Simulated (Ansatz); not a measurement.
Isolated molecules relaxed with PBE0-D4/def2-TZVP in Ansatz; ΔE leaves out vibrations. CCSD(T)/CBS adds triple-zeta CCSD(T) − MP2 to the extrapolated MP2 energy (def2 sets, frozen cores). This one scheme is used for every species. DFT in def2-TZVPP. Each species was taken in one conformer, which may not be the lowest.

Consider the ligand exchange at the Si–O bond: `[OH][Al]([Cl])[O][SiH3]` + `OC[SiH2]S` → `[SiH3]OC[SiH2]S` + `[OH][Al]([OH])[Cl]`.

`[OH][Al]([Cl])[O][SiH3]`:

Cartesian coordinates in Å:
```
O -0.341 -1.746 -2.192
Al 0.563 -0.759 -1.177
Cl 2.592 -0.566 -1.577
O -0.118 0.049 0.117
Si -0.306 1.006 1.422
H -1.280 -1.886 -2.076
H -1.742 1.356 1.571
H 0.148 0.291 2.643
H 0.484 2.256 1.268
```

`OC[SiH2]S`:

Cartesian coordinates in Å:
```
O 1.265 0.279 -0.945
C 0.815 -0.492 0.159
Si -0.816 0.258 0.736
S -2.219 0.247 -0.871
H 2.072 -0.110 -1.290
H 0.649 -1.542 -0.115
H 1.536 -0.474 0.990
H -0.571 1.632 1.246
H -1.406 -0.575 1.816
H -1.324 0.776 -1.725
```

`[SiH3]OC[SiH2]S`:

```xyz
13

Si   -0.810    2.037   -0.634
O    -0.156    0.734    0.133
C    -0.421   -0.591   -0.312
Si    0.544   -1.772    0.799
S     2.623   -1.307    0.712
H    -2.297    1.983   -0.578
H    -0.397    2.061   -2.064
H    -0.305    3.234    0.076
H    -0.112   -0.724   -1.358
H    -1.496   -0.815   -0.257
H     0.409   -3.168    0.313
H     0.013   -1.664    2.182
H     2.406   -0.009    0.989
```

`[OH][Al]([OH])[Cl]`:

Z-matrix (Å, degrees):
```
Al
O 1 1.680
Cl 1 2.092 2 120.9
O 1 1.680 2 118.2 3 179.9
H 2 0.955 1 122.5 3 0.0
H 4 0.955 1 122.5 2 -180.0
```

```csv
level,ΔE (kcal/mol)
BLYP,4.2
SCS-MP2/def2-QZVPP,4.9
```

What does CCSD(T)/CBS give? (Estimate.)

Computed: +4.7 kcal/mol. The listed levels differ from it by -0.5, 0.2 kcal/mol.

Largest T1 diagnostic among the species: 0.012.

In def2-TZVPP, CCSD(T) changes the Hartree–Fock value by −2.5 kcal/mol (the triples alone add −0.5 kcal/mol) and MP2 by −2.9 kcal/mol. From PBE to PBE0 (25 % exact exchange), in def2-TZVPP and without D4, ΔE moves by +1.0 kcal/mol. At CCSD(T), def2-SVP lies +1.4 kcal/mol from the extrapolated value and def2-TZVPP −0.1 kcal/mol.
